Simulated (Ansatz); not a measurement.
`CC(=O)C=C(C)C` + `CBO` → `CBOC(C)=O` + `C=C(C)C`  (substitution at a C–C bond)

Program: Ansatz. Geometries: PBE0-D4/def2-TZVP. ΔE: electronic, gas phase. CCSD(T)/CBS adds triple-zeta CCSD(T) − MP2 to the extrapolated MP2 energy (def2 sets, frozen cores). This one scheme is used for every species. Functionals use def2-TZVPP. B3LYP here is the variant with VWN-RPA as its local correlation; programs differ in this. One conformer a species, not always the lowest.

```tsv
level	ΔE (kJ/mol)
ωB97M-V	-3.6
PBE	2.3
B3LYP	-4.7
MP2/CBS(def2)	4.1
```

Q: What does CCSD(T)/CBS give? (Estimate.)

A: Computed: -0.2 kJ/mol. The listed levels differ from it by -3.4, 2.5, -4.5, 4.3 kJ/mol.

Largest T1 diagnostic among the species: 0.014.

From PBE to PBE0 (25 % exact exchange), in def2-TZVPP and without D4, ΔE moves by −3.3 kJ/mol. The D4 term adds +4.3 kJ/mol with B3LYP and +2.5 kJ/mol with PBE0; it sums over pairs of atoms, weighted by their polarisabilities, and B3LYP, whose exchange is more repulsive, gets the larger term.
